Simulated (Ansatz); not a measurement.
`[SiH3][SiH2][BH][GeH3]` and `[SiH3]B[SiH2][SiH3]` differ in one atom or group.

Ansatz, PBE0-D4/def2-TZVP geometries, multiplicity 1. Each molecule was computed in one conformer, which needn't be the lowest.

Scalar relativity is left out up to krypton.

```
                                        property  `[SiH3][SiH2][BH][GeH3]`
size of the dipole moment (B3LYP/def2-TZVPP) / D                      0.61
             HOMO–LUMO gap (PBE/def2-TZVPP) / eV                      3.00
            HOMO–LUMO gap (PBE0/def2-TZVPP) / eV                      4.95
             HOMO energy (B3LYP/def2-TZVPP) / eV                     -7.54
               HOMO energy (PBE/def2-TZVPP) / eV                     -6.65
           HOMO–LUMO gap (B3LYP/def2-TZVPP) / eV                      4.61
```

**Question.** Give the same properties after the change, and the shifts. (Best estimate.)

**Answer.** The calculation gave: 
```csv
property,`[SiH3]B[SiH2][SiH3]`,shift
size of the dipole moment (B3LYP/def2-TZVPP) / D,0.48,-0.13
HOMO–LUMO gap (PBE/def2-TZVPP) / eV,2.96,-0.04
HOMO–LUMO gap (PBE0/def2-TZVPP) / eV,4.92,-0.03
HOMO energy (B3LYP/def2-TZVPP) / eV,-7.56,-0.02
HOMO energy (PBE/def2-TZVPP) / eV,-6.67,-0.02
HOMO–LUMO gap (B3LYP/def2-TZVPP) / eV,4.59,-0.02
```

Dipoles are sizes alone; their direction can turn.

B3LYP here is the variant with VWN-RPA as its local correlation; programs differ in this.
